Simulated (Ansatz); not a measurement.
C2H7B, SMILES `BCC` (charge 0, multiplicity 1).

Method: Ansatz (a program for electronic structure) with BLYP/cc-pVTZ // B3LYP-D3(BJ)/def2-TZVP.

Ansatz 0.2 input:
```yaml
crystal:
  periodic: [false, false, false]
  atoms:
    - { symbol: B, position_ang: [1.439665, 0.02623, 0.282345] }
    - { symbol: C, position_ang: [0.09949, -0.373027, -0.393942] }
    - { symbol: C, position_ang: [-1.185994, 0.292799, 0.102089] }
    - { symbol: H, position_ang: [2.462569, -0.45447, -0.105414] }
    - { symbol: H, position_ang: [1.485574, 0.79942, 1.19308] }
    - { symbol: H, position_ang: [0.221146, -0.231761, -1.478436] }
    - { symbol: H, position_ang: [0.02766, -1.469337, -0.306666] }
    - { symbol: H, position_ang: [-1.33877, 0.105074, 1.166771] }
    - { symbol: H, position_ang: [-2.068505, -0.070585, -0.428631] }
    - { symbol: H, position_ang: [-1.142837, 1.375657, -0.031195] }
basis:
  gaussian: { orbitals: cc-pVTZ }
hamiltonian:
  xc: blyp
```

Output:

```
Functional definition: BLYP
960 factors; their error is unknown
mean field evaluation 1: about -2850.9136 eV, gradient 7.1e1 eV
mean field evaluation 2: about -2829.8396 eV, gradient 1.1e2 eV
mean field evaluation 4: about -2862.9913 eV, gradient 3.8e0 eV
mean field evaluation 8: about -2863.0347 eV, gradient 9.9e-2 eV
mean field evaluation 16: about -2863.0091 eV, gradient 4.0e-5 eV
mean field -2863.00913587 eV, -105.2136451260 hartree, gradient 4.0e-5 eV, S^2 0.000000; 0 other end points of the search recorded, 0 dependent functions left out
reference -2863.00948406 eV, -105.2136579216 hartree; 12, 12 occupied and 176, 176 virtual orbitals, 960 factors
Total energy: -2863.00948406 eV, -105.2136579216 hartree
```
